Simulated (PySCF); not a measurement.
C₃H₇ (SMILES C[CH-]C), charge -1, singlet, geometry from GFN2-xTB (in this run its highest filled SCF level lies above zero, so its values depend strongly on the basis, on diffuse functions most of all); MN12L/STO-3G in PySCF.

The PySCF input:
```python
from pyscf import gto, scf, dft

mol = gto.M(
    atom='''
C    -0.107805    0.000543    0.680041
C    -0.021906    1.233441   -0.218470
C    -0.006462   -1.234393   -0.214053
H     0.843090    0.007604    1.300384
H     0.012964    2.153589    0.381103
H     0.039908   -2.151880    0.388809
H     0.857628    1.285900   -0.921854
H    -0.913313    1.303024   -0.860491
H    -0.896914   -1.317425   -0.855800
H     0.873675   -1.278357   -0.917264
''',
    basis='sto-3g',
    charge=-1,
    spin=0,
    verbose=4,
)

mf = dft.RKS(mol)
mf.xc = 'mn12l'
mf.kernel()
```

What the program printed (banner, timings and long lists left out):

```
PySCF version 2.14.0

[INPUT] verbose = 4
[INPUT] num. atoms = 10
[INPUT] num. electrons = 26
[INPUT] charge = -1
[INPUT] spin (= nelec alpha-beta = 2S) = 0
[INPUT] symmetry False subgroup None
[INPUT] Mole.unit = angstrom
[INPUT] Symbol           X                Y                Z      unit          X                Y                Z       unit  Magmom
[INPUT]  1 C     -0.107805000000   0.000543000000   0.680041000000 AA   -0.203721924859   0.001026121286   1.285091243475 Bohr   0.0
[INPUT]  2 C     -0.021906000000   1.233441000000  -0.218470000000 AA   -0.041396340485   2.330865680810  -0.412848466434 Bohr   0.0
[INPUT]  3 C     -0.006462000000  -1.234393000000  -0.214053000000 AA   -0.012211410217  -2.332664700080  -0.404501546142 Bohr   0.0
[INPUT]  4 H      0.843090000000   0.007604000000   1.300384000000 AA    1.593209198360   0.014369477451   2.457369616766 Bohr   0.0
[INPUT]  5 H      0.012964000000   2.153589000000   0.381103000000 AA    0.024498409479   4.069693394876   0.720180295250 Bohr   0.0
[INPUT]  6 H      0.039908000000  -2.151880000000   0.388809000000 AA    0.075415190179  -4.066463852929   0.734742524766 Bohr   0.0
[INPUT]  7 H      0.857628000000   1.285900000000  -0.921854000000 AA    1.620682036758   2.429998823578  -1.742051586835 Bohr   0.0
[INPUT]  8 H     -0.913313000000   1.303024000000  -0.860491000000 AA   -1.725911436005   2.462358493735  -1.626092322653 Bohr   0.0
[INPUT]  9 H     -0.896914000000  -1.317425000000  -0.855800000000 AA   -1.694921817288  -2.489572439655  -1.617227617403 Bohr   0.0
[INPUT] 10 H      0.873675000000  -1.278357000000  -0.917264000000 AA    1.651006471879  -2.415744619421  -1.733377743923 Bohr   0.0

nuclear repulsion = 75.089002798113
number of shells = 16
number of NR pGTOs = 66
number of NR cGTOs = 22
basis = sto-3g
ecp = {}

******** <class 'pyscf.dft.rks.RKS'> ********
method = RKS
initial guess = minao
damping factor = 0
level_shift factor = 0
DIIS = <class 'pyscf.scf.diis.CDIIS'>
diis_start_cycle = 1
diis_space = 8
diis_damp = 0
SCF conv_tol = 1e-09
SCF conv_tol_grad = None
SCF max_cycles = 50
direct_scf = True
direct_scf_tol = 1e-13
XC library pyscf.dft.libxc version 7.1.2
    S. Lehtola, C. Steigemann, M. J. T. Oliveira, and M. A. L. Marques,  SoftwareX 7, 1–5 (2018)
XC functionals = mn12l
    R. Peverati and D. G. Truhlar,  Phys. Chem. Chem. Phys. 14, 13171 (2012)
    R. Peverati and D. G. Truhlar,  Phys. Chem. Chem. Phys. 14, 13171 (2012)
radial grids:
    Treutler-Ahlrichs [JCP 102, 346 (1995); DOI:10.1063/1.469408] (M4) radial grids

becke partition: Becke, JCP 88, 2547 (1988); DOI:10.1063/1.454033
pruning grids: <function nwchem_prune>
grids dens level: 3
symmetrized grids: False
atomic radii adjust function: <function treutler_atomic_radii_adjust>
small_rho_cutoff = 0
Set gradient conv threshold to 3.16228e-05
Initial guess from minao.
tot grids = 111016
init E= -116.338894669905
  HOMO = -0.144923204235984  LUMO = 0.334810072803282  gap/eV = 13.05421
cycle= 1 E= -116.284575144416  delta_E= 0.0543  |g|= 0.503  |ddm|= 3.65
  HOMO = 0.461807838983074  LUMO = 0.713107757646294  gap/eV = 6.83822
cycle= 2 E= -116.310534577538  delta_E= -0.026  |g|= 0.423  |ddm|= 1.65
  HOMO = 0.311302818467856  LUMO = 0.674004289188664  gap/eV = 9.86961
cycle= 3 E= -116.37912132521  delta_E= -0.0686  |g|= 0.0425  |ddm|= 0.898
  HOMO = 0.314615338786854  LUMO = 0.668060864429208  gap/eV = 9.61774
cycle= 4 E= -116.379729483741  delta_E= -0.000608  |g|= 0.0134  |ddm|= 0.0914
  HOMO = 0.313751121367582  LUMO = 0.669049788890715  gap/eV = 9.66817
cycle= 5 E= -116.379786217143  delta_E= -5.67e-05  |g|= 0.00134  |ddm|= 0.0195
  HOMO = 0.313795562199165  LUMO = 0.668815447410672  gap/eV = 9.66058
cycle= 6 E= -116.379787036502  delta_E= -8.19e-07  |g|= 4.9e-05  |ddm|= 0.00313
  HOMO = 0.313791453157962  LUMO = 0.668833961856742  gap/eV = 9.66120
cycle= 7 E= -116.37978703777  delta_E= -1.27e-09  |g|= 4.44e-06  |ddm|= 0.000126
  HOMO = 0.313792031822779  LUMO = 0.668834036297128  gap/eV = 9.66119
cycle= 8 E= -116.379787037779  delta_E= -9.29e-12  |g|= 1.01e-06  |ddm|= 1.26e-05
  HOMO = 0.313792258784435  LUMO = 0.668834094148301  gap/eV = 9.66118
Extra cycle  E= -116.37978703778  delta_E= -7.11e-13  |g|= 4.15e-07  |ddm|= 3.64e-06
converged SCF energy = -116.37978703778
```
